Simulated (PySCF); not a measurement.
Mo(S)2(OH)(SH) (H2MoOS3), SMILES [OH][Mo](=[S])(=[S])[SH], multiplicity 1. Geometry optimised at PBE-D3(BJ)/def2-SVP. The spin state was assumed, not searched. The structure was generated by enumeration; whether it is a known compound was not checked. The def2 effective core potentials stand for the cores of Mo; spin–orbit coupling is left out. One conformer was computed; it need not be the lowest.

Method: PBE-D3(BJ)/def2-SVP in PySCF.

Harmonic wavenumbers (cm⁻¹): 130, 139, 171, 175, 201, 292, 328, 390, 536, 546, 595, 624, 708, 2584, 3701. Rotational constants (GHz): 1.642, 1.543, 1.221; symmetry number 1.

Question: Work out the zero-point energy and the ideal-gas rigid-rotor harmonic-oscillator thermochemistry at 298.15 K and 1 atm.

Answer: ZPE = ½ Σ hcν = ½ × 11121 cm⁻¹ = 15.90 kcal/mol. H − E(el) = 21.44 kcal/mol. Entropy in cal/(mol K): translation 41.93, rotation 29.03, vibration 18.72, total 89.68. G − E(el) = -5.30 kcal/mol. Cp = 27.33 cal/(mol K). Modes under 150 cm⁻¹ make the vibrational entropy uncertain.
